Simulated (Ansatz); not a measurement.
Worked example: the barrier

An elementary step of AlN₂H₇S, singlet (AlN₂H₅ ([NH2][AlH][NH2]) + H₂S → AlN₂H₅S ([NH2][Al]([NH2])[SH]) + H₂; bonds formed: H2–H5; dative contacts that become bonds: Al1–S6; bonds broken: Al1–H2, H5–S6). “Start” is the structure reached by relaxing down from the saddle towards the reactants; PBE0-D4/def2-TZVP structures. The saddle:

Al1  (0.138, -0.237, -0.013)
H2  (1.015, -0.107, -1.467)
N3  (0.980, -0.625, 1.497)
N4  (-1.457, -0.873, -0.445)
H5  (0.914, 1.050, -1.164)
S6  (0.427, 2.189, -0.216)
H7  (1.499, 0.039, 2.048)
H8  (1.157, -1.560, 1.823)
H9  (-2.181, -1.096, 0.218)
H10  (-1.768, -1.059, -1.383)
H11  (-0.725, 2.280, -0.900)
(Å)

Program: Ansatz 0.2.0. Basis: def2-TZVPP and def2-QZVPP. Cores are frozen in the correlated methods.

Energies in eV:

| quantity | saddle | start |
| --- | --- | --- |
| Hartree–Fock, triple zeta (X = 3) | -20477.34363 | -20478.48861 |
| Hartree–Fock, quadruple zeta (X = 4) | -20478.02397 | -20479.17555 |
| MP2 correlation, X = 3 | -19.97692 | -19.48467 |
| MP2 correlation, X = 4 | -21.47154 | -20.96668 |
| CCSD(T) correlation, X = 3 | -21.99074 | -21.55528 |

Problem. Work out the barrier at the basis limit: extrapolate Hartree–Fock as E(X) = E∞ + A exp(−7.88 √X) and the MP2 correlation as E(X) = E∞ + B X^−2.97 (the exponents that Neese and Valeev fitted for def2-TZVPP and QZVPP), then add CCSD(T) − MP2 in triple zeta.

Solution. Each step is linear, so take the differences first (saddle − start): Hartree–Fock 1.14498 (X = 3) and 1.15158 (X = 4); MP2 correlation -0.49225 and -0.50486; CCSD(T) correlation -0.43546.
Two points give E∞ = E(4) + w [E(4) − E(3)], with w = 1/(exp(7.88 (2 − √3)) − 1) = 0.1377 for Hartree–Fock and w = 1/((4/3)^2.97 − 1) = 0.7407 for the correlation.
Hartree–Fock: 1.15158 + 0.1377 × 0.00660 = 1.1525 eV.
MP2 correlation: -0.50486 + 0.7407 × (-0.01261) = -0.5142 eV.
CCSD(T) − MP2: -0.43546 − (-0.49225) = 0.0568 eV.
Sum: 1.1525 + (-0.5142) + 0.0568 = 0.6951 eV, or 16.03 kcal/mol. Plain CCSD(T) in triple zeta gives 0.7095 eV, so the larger basis shifts the result by -0.0144 eV.

The T1 diagnostic stays at or below 0.012.

Exchanges of this kind with a chalcogen hydride build sulfide and selenide films.

Labels in which every atom is bracketed show which atoms are joined, not bond orders.

For scale, one of the runs: CCSD(T)/def2-TZVPP, 244 basis functions, launched by `ansatz run in.yaml --threads 4 --pin off --events-out ev --progress --plain --max-ram 9574MiB`. Hardware: 4 CPU threads of an Arm Neoverse V1, shared host. Wall time 94 s; peak host memory 4.6 GiB.
